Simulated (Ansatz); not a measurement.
# triplet S: levels of theory in one basis

A single S atom.

Basis set: 6-31G (spherical functions). Correlated methods keep 5 orbitals frozen. Correlation on ROHF uses semicanonical orbitals with singles. Charge 0, multiplicity 3.

Computed with Ansatz (development build ahead of 0.2.0); each method stands on the lowest determinant of its kind that the runs found.

```tsv
method	E − E(ROHF) (eV)	<S²> of the determinant
ROHF	0.00	2.00
UHF	-0.01	2.00
ROHF-MP2	-0.49	–
UHF-MP2	-0.49	2.00
ROHF-CCSD	-0.63	–
ROHF-CCSD(T)	-0.64	–
UHF-BCCD(T)	-0.64	2.00
ROHF-CCSDT	-0.64	–
UHF-CCSDT(Q)	-0.64	2.00
full CI (lowest root of this spin)	-0.64	–
```

(1) Is a single determinant a sound starting point here?

## Answers

(1) By this sign, yes. Unrestricted orbitals gain 0.01 eV and <S²> is 2.00 against 2.00 for a pure state.
